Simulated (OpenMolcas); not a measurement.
# Rh VII: effect of correlating more closed shells

```json
{
  "Program": "OpenMolcas 26.06",
  "Basis": "ANO-RCC-VTZP [7s6p4d2f1g]",
  "Scalar Hamiltonian": "DKH2, point nucleus",
  "Active space": "3 electrons in 5 orbitals (4d)",
  "State averaging": "2S+1 = 4 even, 10 roots; 2S+1 = 2 even, 40 roots",
  "Spin-orbit coupling": "state interaction with AMFI integrals over the reference wave functions, term energies averaged over their components"
}
```

Methods on the same reference wave functions:
A. CASSCF
B. MS-CASPT2, IPEA 0.25 Eh, imaginary shift 0.1 Eh (closed shells correlated: none)
C. MS-CASPT2, IPEA 0.25 Eh, imaginary shift 0.1 Eh (closed shells correlated: 4s 4p)
D. MS-CASPT2, IPEA 0.25 Eh, imaginary shift 0.1 Eh (closed shells correlated: 3d 4s 4p)

Energies in cm⁻¹ above 4d³ ⁴F_3/2.

```csv
Level,A,B,C,D
4d³ ⁴F_3/2,0.0,0.0,0.0,0.0
4d³ ⁴F_5/2,1821,1876,1878,1880
4d³ ⁴F_7/2,4025,4100,4090,4090
4d³ ⁴F_9/2,6415,6460,6420,6420
4d³ ⁴P_3/2 [72 %],17991,15700,14930,14850
4d³ ⁴P_1/2,18161,16110,15220,15150
4d³ ²G_7/2,20425,19290,18000,17930
4d³ ⁴P_5/2,20967,19030,18080,18010
4d³ ²G_9/2 [67 %],21520,20560,19190,19110
4d³ ²P_1/2,26588,23140,22870,22780
4d³ ²H_9/2 [71 %],27903,27130,25540,25450
4d³ ²H_11/2,28036,27400,25680,25580
4d³ ²D_5/2(1),30693,27440,26710,26610
4d³ ²P_3/2 [52 %],32047,28530,28210,28110
4d³ ²F_7/2,42915,39510,37170,37010
4d³ ²F_5/2,43516,40040,37710,37550
4d³ ²D_5/2(2),66177,58850,58270,58050
4d³ ²D_3/2(2),66879,59690,58910,58680
```

Among B to D the level of the table that moves most is 4d³ ²F_7/2, by 2500 cm-1 (lowest in D, highest in B). Moves below CASPT2's spread within the term are not significant.

From A to B the spin-free energies of the other terms of 4d³ shown, above ⁴F, scale by factors of 0.84 to 0.97, as is usual when dynamic correlation screens the repulsion within a d or f shell.

The lowest spin-free term lies below A's lowest term by 0.019 hartree in B, 0.302 hartree in C, 0.357 hartree in D.

What an inner shell adds also hangs on whether the basis holds functions to correlate it.

Term energies are means over components that CASPT2 splits; among the terms shown or strongly mixed into the levels shown the widest spread is 690 cm-1 (4d³ ⁴F, D). Without dynamic correlation excited terms often stand tens of per cent too high (terms of higher spin than the ground term too low), and those without a measured partner can miss by more than the paired ones (holds for A). Levels of configurations outside the active space are missing. The table leaves out levels that lie high or whose names do not pair safely across all columns.

A share in square brackets marks a mixed level and gives the weight of the term that names it, the lowest over the columns. A number in round brackets counts repeated terms of one configuration in the order of the reference energies.
